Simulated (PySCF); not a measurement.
C₅H₁₂S₂, SMILES S(C)CCCSC.

Coordinates come from a PBE0-D3(BJ)/def2-SVP optimisation. Other conformers were not sampled.

Method: PySCF with PBE/def2-SVP.

The molecule is in vacuum.

```yaml
total_energy: -993.10922 hartree
point_group: C2v
highest_occupied_level: -4.83 eV
lowest_empty_level: 0.08 eV
orbital_gap: 4.92 eV
dipole_moment: 2.80 D
quadrupole, principal values (traceless, Buckingham form, about the centre of nuclear charge): -3.96, -3.34, 7.31 D·Å
mean_static_polarisability: 91.6 bohr³ (13.58 Å³)
polarisability_principal_values: 65.5, 79.2, 130.2 bohr³
```
